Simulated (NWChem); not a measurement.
System: Si₂H₄OClF; SMILES [SiH2]([Si@H](Cl)O)F

Here is an NWChem input.

```
start job
memory heap 200 mb stack 900 mb global 1100 mb
geometry units angstroms noautosym nocenter noautoz
  O      2.034143     0.602504    -0.058564
  Si     0.409261     0.492053     0.326851
  Cl    -0.739745     1.889158    -0.740068
  Si    -0.386144    -1.555755    -0.485875
  F      0.315530    -2.822149     0.296799
  H      2.510161     1.365013     0.317247
  H      0.173159     0.780833     1.784271
  H     -1.870786    -1.628345    -0.266069
  H     -0.078983    -1.659267    -1.952496
end
basis spherical
  O library 6-31g*
  Si library 6-31g*
  Cl library 6-31g*
  F library 6-31g*
  H library 6-31g*
end
dft
  xc m06-2x
  iterations 150
end
cosmo
  do_cosmo_smd true
  solvent dmso
end
task dft energy
```

Excerpt of the output:

```
             Northwest Computational Chemistry Package (NWChem) 7.3.0
             --------------------------------------------------------

                             Geometry "geometry" -> ""
                             -------------------------

 Output coordinates in angstroms (scale by  1.889725989 to convert to a.u.)

  No.       Tag          Charge          X              Y              Z
 ---- ---------------- ---------- -------------- -------------- --------------
    1 O                    8.0000     2.03414300     0.60250400    -0.05856400
    2 Si                  14.0000     0.40926100     0.49205300     0.32685100
    3 Cl                  17.0000    -0.73974500     1.88915800    -0.74006800
    4 Si                  14.0000    -0.38614400    -1.55575500    -0.48587500
    5 F                    9.0000     0.31553000    -2.82214900     0.29679900
    6 H                    1.0000     2.51016100     1.36501300     0.31724700
    7 H                    1.0000     0.17315900     0.78083300     1.78427100
    8 H                    1.0000    -1.87078600    -1.62834500    -0.26606900
    9 H                    1.0000    -0.07898300    -1.65926700    -1.95249600

 Effective nuclear repulsion energy (a.u.)     356.0409004109

                                 NWChem DFT Module
                                 -----------------

 Summary of "ao basis" -> "ao basis" (spherical)
 ------------------------------------------------------------------------------
       Tag                 Description            Shells   Functions and Types
 ---------------- ------------------------------  ------  ---------------------
 O                           6-31g*                  6       14   3s2p1d
 Si                          6-31g*                  8       18   4s3p1d
 Cl                          6-31g*                  8       18   4s3p1d
 F                           6-31g*                  6       14   3s2p1d
 H                           6-31g*                  2        2   2s

 in cosmo_initialize ...
 calling solv_data for solv:dmso

 solvent parameters
 solvname_short: dmso
 solvname_long:  dimethylsulfoxide
 dielec:       46.8260
 dielecinf:     2.0079
 nonaqueous SMD model solvent descriptors
 dielec:       46.8260
 sola:          0.0000
 solb:          0.8800
 solc:          0.0000
 solg:         61.7800
 solh:          0.0000
 soln:          1.4170

          ---------------
          -cosmo- solvent
          ---------------
 Cosmo: York-Karplus, doi: 10.1021/jp992097l
 dielectric constant -eps-     =  46.83
 screen = (eps-1)/(eps    )    =   0.97864
 surface charge correction     = lagrangian

   van der Waals surface
 --------------------------

 ---------- ATOMIC COORDINATES (A.U.) ------------ VDWR(ANG.) --
     1    3.84397289    1.13856747   -0.11066991     2.294
     2    0.77339115    0.92984534    0.61765883     2.470
     3   -1.39791535    3.56999097   -1.39852573     2.380
     4   -0.72970635   -2.93995066   -0.91817061     2.470
     5    0.59626524   -5.33308831    0.56086878     1.730
     6    4.74351648    2.57950054    0.59950990     1.200
     7    0.32722306    1.47556041    3.37178328     1.200
     8   -3.53527292   -3.07712586   -0.50279750     1.200
     9   -0.14925623   -3.13555997   -3.68968243     1.200
 number of segments per atom =        128
 number of   points per atom =        128
 atom (   nspa,  nppa )
 ----------------------
    1 (     81,     0 )       0
    2 (     40,     0 )       0
    3 (     85,     0 )       0
    4 (     74,     0 )       0
    5 (     67,     0 )       0
    6 (      1,     0 )       0
    7 (     33,     0 )       0
    8 (     32,     0 )       0
    9 (     33,     0 )       0
 number of -cosmo- surface points =      446
 molecular surface =    162.191 angstrom**2
 molecular volume  =    165.781 angstrom**3
 -lineq- algorithm             =   0
 -bem- low  level              =   3
 -bem- from -octahedral-
 gaussian surface charge width =   4.50000
 degree of switching           =   1.00000
 switching function tolerance  =   0.00010
 atomic radii =
 --------------
    1  8.000  2.294
    2 14.000  2.470
    3 17.000  2.380
    4 14.000  2.470
    5  9.000  1.730
    6  1.000  1.200
    7  1.000  1.200
    8  1.000  1.200
    9  1.000  1.200
 ...... end of -cosmo- initialization ......

[...]

                                COSMO-SMD solvation results
                                ---------------------------

             internal energy in gas <Psi(g)|H|Psi(g)> =     -1216.597266668516
         internal energy in solvent <Psi(s)|H|Psi(s)> =     -1216.596502408295
                               delta internal energy  =         0.000764260222 (    0.48 kcal/mol)
   total free energy in solvent <Psi(s)|H+V/2|Psi(s)> =     -1216.605148107330
 polarization energy contribution <Psi(s)|V/2|Psi(s)> =        -0.008645699035 (   -5.43 kcal/mol)
    total free energy in solvent including G(SMD-CDS) =     -1216.605270953364
                       G(SMD-CDS) energy contribution =        -0.000122846034 (   -0.08 kcal/mol)
     1 M fixed-concentration free energy of solvation =        -0.008004284847 (   -5.02 kcal/mol)

                       DFT Final Molecular Orbital Analysis
                       ------------------------------------

 Vector   31  Occ=2.000000D+00  E=-3.959381D-01
              MO Center=  4.3D-01,  8.3D-01, -6.8D-02, r^2= 4.2D+00
   Bfn.  Coefficient  Atom+Function         Bfn.  Coefficient  Atom+Function
  ----- ------------  ---------------      ----- ------------  ---------------
    41      0.386225  3 Cl pz                 5      0.336125  1 O  pz
     9      0.260306  1 O  pz                45      0.214582  3 Cl pz
    86     -0.212464  7 H  s                 39      0.205470  3 Cl px
     4     -0.202678  1 O  py                 8     -0.160695  1 O  py
    24     -0.150066  2 Si s                 37     -0.149413  3 Cl pz

 Vector   32  Occ=2.000000D+00  E=-3.893561D-01
              MO Center= -3.9D-01,  1.5D+00, -6.1D-01, r^2= 3.0D+00
   Bfn.  Coefficient  Atom+Function         Bfn.  Coefficient  Atom+Function
  ----- ------------  ---------------      ----- ------------  ---------------
    39      0.527333  3 Cl px                41     -0.360989  3 Cl pz
    43      0.296493  3 Cl px                35     -0.203938  3 Cl px
    45     -0.198841  3 Cl pz                 3      0.157419  1 O  px
    37      0.139718  3 Cl pz                40      0.139764  3 Cl py
     4     -0.137106  1 O  py                 7      0.120400  1 O  px

 Vector   33  Occ=2.000000D+00  E=-3.408059D-01
              MO Center= -1.4D-01, -6.8D-02, -1.0D-01, r^2= 4.1D+00
   Bfn.  Coefficient  Atom+Function         Bfn.  Coefficient  Atom+Function
  ----- ------------  ---------------      ----- ------------  ---------------
    40     -0.312400  3 Cl py                22      0.306504  2 Si py
    58     -0.272439  4 Si py                86      0.210176  7 H  s
    44     -0.196889  3 Cl py                23      0.187741  2 Si pz
    59     -0.179726  4 Si pz                57     -0.168158  4 Si px
    41     -0.164056  3 Cl pz                20     -0.143744  2 Si s

 Vector   34  Occ=0.000000D+00  E= 1.062895D-02
              MO Center= -7.4D-02, -8.0D-01, -1.1D-01, r^2= 5.0D+00
   Bfn.  Coefficient  Atom+Function         Bfn.  Coefficient  Atom+Function
  ----- ------------  ---------------      ----- ------------  ---------------
    62      0.655642  4 Si py                26      0.538853  2 Si py
    74      0.349380  5 F  s                 42     -0.341231  3 Cl s
    60      0.307717  4 Si s                 63     -0.271938  4 Si pz
    25     -0.240452  2 Si px                24     -0.224838  2 Si s
    44      0.217059  3 Cl py                90     -0.200483  9 H  s

 Vector   35  Occ=0.000000D+00  E= 3.200223D-02
              MO Center=  4.4D-01,  2.0D-01,  1.5D-01, r^2= 5.0D+00
   Bfn.  Coefficient  Atom+Function         Bfn.  Coefficient  Atom+Function
  ----- ------------  ---------------      ----- ------------  ---------------
    25      0.866945  2 Si px                60      0.722751  4 Si s
     6     -0.579032  1 O  s                 26      0.551511  2 Si py
    90     -0.459873  9 H  s                 62      0.368559  4 Si py
    24     -0.354666  2 Si s                 61      0.351380  4 Si px
    88      0.284872  8 H  s                 86      0.249192  7 H  s

 Vector   36  Occ=0.000000D+00  E= 7.739952D-02
              MO Center= -2.9D-01, -5.6D-01, -2.9D-01, r^2= 6.2D+00
   Bfn.  Coefficient  Atom+Function         Bfn.  Coefficient  Atom+Function
  ----- ------------  ---------------      ----- ------------  ---------------
    24      1.737570  2 Si s                 60     -1.204263  4 Si s
    62     -1.164866  4 Si py                26     -0.635284  2 Si py
    20      0.560891  2 Si s                 27     -0.535770  2 Si pz
    63     -0.456876  4 Si pz                61     -0.392076  4 Si px
    25     -0.375595  2 Si px                42     -0.363655  3 Cl s

     Multipole analysis of the density
     ---------------------------------

     L   x y z        total         alpha         beta         nuclear
     -   - - -        -----         -----         ----         -------
     0   0 0 0     -0.000000    -33.000000    -33.000000     66.000000

     1   1 0 0      0.275525     -7.037941     -7.037941     14.351407
     1   0 1 0      0.437008      4.467758      4.467758     -8.498508
     1   0 0 1      0.561875     12.301352     12.301352    -24.040829

     2   2 0 0    -36.247391   -120.916988   -120.916988    205.586584
     2   1 1 0      5.663113      9.970754      9.970754    -14.278395
     2   1 0 1      1.460714    -26.862069    -26.862069     55.184852
     2   0 2 0    -41.918611   -343.085216   -343.085216    644.251822
     2   0 1 1      3.423517     25.379194     25.379194    -47.334872
     2   0 0 2    -37.419167    -58.168314    -58.168314     78.917461
```

Level: M06-2X/6-31G* (spherical d), SMD on the gas-phase geometry. Coordinates come from a PBE-D3(BJ)/def2-SVP optimisation. Solvent: dimethyl sulfoxide.
